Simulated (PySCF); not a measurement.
**J couplings in C6H9F**

Molfile (atoms numbered from 1):
```
C6H9F
     RDKit          3D

 16 15  0  0  0  0  0  0  0  0999 V2000
   -1.7357   -0.9741   -1.4415 C   0  0  0  0  0  0  0  0  0  0  0  0
   -0.8308   -0.5065   -0.5617 C   0  0  0  0  0  0  0  0  0  0  0  0
   -0.8737   -0.9277    0.8794 C   0  0  0  0  0  0  0  0  0  0  0  0
    0.1990    0.4212   -1.0380 C   0  0  0  0  0  0  0  0  0  0  0  0
    1.1983    1.0325   -0.3782 C   0  0  0  0  0  0  0  0  0  0  0  0
    1.5905    0.9838    1.0657 C   0  0  0  0  0  0  0  0  0  0  0  0
    2.8161    1.5831    1.2213 F   0  0  0  0  0  0  0  0  0  0  0  0
   -2.5259   -1.6635   -1.1334 H   0  0  0  0  0  0  0  0  0  0  0  0
   -1.7098   -0.6793   -2.4940 H   0  0  0  0  0  0  0  0  0  0  0  0
   -0.9251   -0.0600    1.5550 H   0  0  0  0  0  0  0  0  0  0  0  0
   -1.7503   -1.5590    1.0773 H   0  0  0  0  0  0  0  0  0  0  0  0
    0.0229   -1.5057    1.1537 H   0  0  0  0  0  0  0  0  0  0  0  0
    0.1255    0.6511   -2.1061 H   0  0  0  0  0  0  0  0  0  0  0  0
    1.8406    1.7098   -0.9521 H   0  0  0  0  0  0  0  0  0  0  0  0
    1.6620   -0.0464    1.4503 H   0  0  0  0  0  0  0  0  0  0  0  0
    0.8640    1.5279    1.6975 H   0  0  0  0  0  0  0  0  0  0  0  0
  1  2  2  0
  2  3  1  0
  2  4  1  0
  4  5  2  0
  5  6  1  0
  6  7  1  0
  1  8  1  0
  1  9  1  0
  3 10  1  0
  3 11  1  0
  3 12  1  0
  4 13  1  0
  5 14  1  0
  6 15  1  0
  6 16  1  0
M  END
```

Couplings: B3LYP/pcJ-1 (spin–dipole term only in couplings to heteroatoms) in PySCF 2.14, geometry PBE0-D3(BJ)/def2-SVP; gas phase, one conformer, non-relativistic. Couplings are averaged over pairs made equivalent by symmetry, fast rotation or ring inversion, so a value needn't be that of the named pair in this geometry, while other rotamers aren't included; one pair stands for each set, and the list holds a selection of those of at least 1.5 Hz over up to four bonds. One-bond C–F couplings come out tens of Hz too large with common functionals.

Isotopes: 13C, 19F, 1H.

```tsv
pair	bonds	J (Hz)
C1, C2	1	77.2
C1, H8	1	168.1
C1, H9	1	167.4
C2, C3	1	44.1
C2, C4	1	57.2
C3, H10	1	?
C4, C5	1	77.7
C4, H13	1	?
C5, C6	1	49.9
C5, H14	1	?
C6, F7	1	?
C6, H15	1	?
C4, H14	2	-2.7
C5, F7	2	30.0
C6, H14	2	-3.0
H8, H9	2	2.2
H10, H11	2	-15.9
C1, H10	3	?
C2, H14	3	12.9
C3, H8	3	?
C4, F7	3	10.9
C4, H8	3	13.1
C4, H9	3	?
C4, H10	3	4.4
C4, H15	3	4.8
H13, H14	3	14.9
```

Estimate the withheld couplings, with signs.

## Answers


- 1J(C3,H10) = 133.3 Hz (bond length 1.101 Å, sp3 carbon)
- 1J(C4,H13) = 162.3 Hz (bond length 1.095 Å, sp2 carbon)
- 1J(C5,H14) = 165.3 Hz (bond length 1.096 Å, sp2 carbon)
- 1J(C6,F7) = -226.8 Hz (bond length 1.373 Å)
- 1J(C6,H15) = 155.1 Hz (bond length 1.102 Å, sp3 carbon)
- 3J(C1,H10) = 7.0 Hz
- 3J(C3,H8) = 7.3 Hz (dihedral angle 0°)
- 3J(C4,H9) = 9.2 Hz (dihedral angle 0°)
